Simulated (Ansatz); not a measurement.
Mulliken charges of CH$_{5}$FGeSi (`F[SiH]1[CH2][GeH2]1`) from PBE/def2-TZVPP in Ansatz (PBE0-D4/def2-TZVP geometry).

```json
{"atom": "F1", "x (Å)": "-0.688", "y (Å)": "-0.066", "z (Å)": "-2.415", "charge (e)": "-0.270"}
{"atom": "Si2", "x (Å)": "-0.514", "y (Å)": "0.563", "z (Å)": "-0.957", "charge (e)": "0.432"}
{"atom": "C3", "x (Å)": "1.011", "y (Å)": "0.130", "z (Å)": "-0.007", "charge (e)": "-0.354"}
{"atom": "Ge4", "x (Å)": "-0.590", "y (Å)": "-0.671", "z (Å)": "0.969", "charge (e)": "0.017"}
{"atom": "H5", "x (Å)": "-0.933", "y (Å)": "1.982", "z (Å)": "-0.995", "charge (e)": "-0.068"}
{"atom": "H6", "x (Å)": "1.590", "y (Å)": "0.913", "z (Å)": "0.477", "charge (e)": "0.111"}
{"atom": "H7", "x (Å)": "1.653", "y (Å)": "-0.650", "z (Å)": "-0.413", "charge (e)": "0.118"}
{"atom": "H8", "x (Å)": "-0.532", "y (Å)": "-2.199", "z (Å)": "0.995", "charge (e)": "0.011"}
{"atom": "H9", "x (Å)": "-0.909", "y (Å)": "-0.048", "z (Å)": "2.330", "charge (e)": "0.003"}
```

Q: By hand: the dipole of these point charges (1 e Å = 4.8032 D).

A: Σ q r = (0.022, 0.069, 0.347) e Å, of length 0.354 e Å = 1.70 D.

Q: How does the dipole of the full density compare? (An estimate is asked.)

A: Computed: (0.113, 0.084, 0.209) e Å, 1.21 D; the point charges give 1.40 times that, at 25° from its direction.

Point charges leave out the atoms' own dipoles, such as those of lone pairs, and Mulliken's split depends on the basis, so the two needn't agree.
